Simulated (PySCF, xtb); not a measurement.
Si(H)(Cl)(OH)(OEt) (C2H7ClO2Si), SMILES CCO[SiH](O)Cl.

GFN2-xTB run with xtb at its own geometry gives an orbital gap of 7.43 eV and a dipole moment of 2.70 D.

Geometry optimised at PBE0-D3(BJ)/def2-SVP. Other conformers were not sampled.

Task: What does PBE0/def2-TZVP (PySCF) give? (An estimate is asked for; the answer gives what the named calculation found.)

Result: gap 9.22 eV (levels -8.51 and 0.71 eV), dipole 1.79 D.
